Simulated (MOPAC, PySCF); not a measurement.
C2H4B2, SMILES `CC1=BB1`, neutral singlet in the gas phase. 

Cartesian coordinates (Å):
```xyz
8

C     -1.0776    -0.0927     0.0016
C      0.2203     0.5954     0.0374
B      1.2927     1.4211     0.0850
B      1.7143    -0.0102    -0.0129
H     -1.6490     0.1244     0.9055
H     -1.6651     0.2471    -0.8527
H     -0.9603    -1.1744    -0.0749
H      2.1246    -1.1107    -0.0890
```
Charge 0, spin multiplicity 1.

All levels are single points at this geometry (CAM-B3LYP-D3(BJ)/def2-TZVP); Pople sets use spherical d functions. Orbital energies aren't observables, and empty levels follow the basis.

```json
[
 {"level": "CAM-B3LYP-D3(BJ)/def2-TZVP in PySCF", "HOMO (eV)": "-9.16", "LUMO (eV)": "-1.05", "gap (eV)": "8.12", "dipole (D)": "1.85", "vertical IE, Delta-SCF (eV)": "10.13"},
 {"level": "TPSSh-D3(BJ)/def2-TZVP in PySCF", "HOMO (eV)": "-7.24", "LUMO (eV)": "-2.55", "gap (eV)": "4.69", "dipole (D)": "1.99", "vertical IE, Delta-SCF (eV)": "10.00"},
 {"level": "B3LYP/6-31G* in PySCF", "HOMO (eV)": "-7.33", "LUMO (eV)": "-1.92", "gap (eV)": "5.40", "dipole (D)": "1.82", "vertical IE, Delta-SCF (eV)": "9.96"},
 {"level": "HF/6-31G* in PySCF", "HOMO (eV)": "-9.90", "LUMO (eV)": "1.86", "gap (eV)": "11.75", "dipole (D)": "1.47", "vertical IE, Delta-SCF (eV)": "8.72"},
 {"level": "PM6 in MOPAC", "HOMO (eV)": "-9.61", "LUMO (eV)": "-1.11", "gap (eV)": "8.50", "dipole (D)": "1.59", "vertical IE, Delta-SCF (eV)": "–"},
 {"level": "PM7 in MOPAC", "HOMO (eV)": "-9.42", "LUMO (eV)": "-0.90", "gap (eV)": "8.52", "dipole (D)": "2.63", "vertical IE, Delta-SCF (eV)": "–"}
]
```
